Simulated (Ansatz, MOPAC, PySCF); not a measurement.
Molecule: digallium oxide, Ga2O, net charge 0, singlet state. SMILES: [Ga][O][Ga]
Coordinates optimised at B3LYP-D3(BJ)/def2-TZVP (Ansatz, an electronic-structure program):
```
O
Ga 1 1.8134
Ga 1 1.8134 2 180.00
```

Wanted: vertical ionisation energy to the doublet, in eV. Terms: 6-31G* and kin with 6d, 5d where marked; no dispersion term unless named; PM7 with its own dispersion and hydrogen-bond terms; open shells spin-unrestricted; no spin-orbit coupling; non-relativistic; valence correlation only (noble-gas shells and the d and f shells of earlier blocks); each state is the SCF solution reached for its charge and spin; LANL2DZ with its own core potentials from Na on. Ab initio and DFT rows: single points at B3LYP-D3(BJ) geometries (Ansatz). Semi-empirical rows: differences of heats of formation at the shared geometry for vertical values.

```tsv
level	program	vertical ionisation energy to the doublet (eV)
PM6	MOPAC	9.76
PM7	MOPAC	9.06
MNDO	MOPAC	8.83
HF/6-31G*	Ansatz	7.62
HF/6-31G* with LANL2DZ past Ar	Ansatz	7.53
PBE/6-31G*	Ansatz	8.13
PBE/6-31G* with LANL2DZ past Ar	Ansatz	7.98
B3LYP/3-21G	Ansatz	7.87
B3LYP/6-31G*	Ansatz	8.30
B3LYP/6-31G* with LANL2DZ past Ar	Ansatz	8.09
M06-2X/6-31G* with LANL2DZ past Ar (5d)	PySCF	8.13
MP2/6-31G*	Ansatz	8.26
MP2/6-31G* with LANL2DZ past Ar	Ansatz	7.96
PBE/def2-TZVPD	Ansatz	8.09
M06-2X/def2-TZVPD	PySCF	8.08
wB97M-V/def2-TZVPD	Ansatz	8.47
```

No value to compare with is used here. The 13 habitual levels span 7.53 (HF/6-31G* with LANL2DZ past Ar) to 9.76 eV (PM6); wB97M-V/def2-TZVPD gives 8.47.

The levels are drawn from those run, B3LYP/6-31G* more often than the rest, none by its result; left out are runs that failed, that the program found above a lower state of the same kind, or whose <S^2> lies over 0.5 above the pure value.
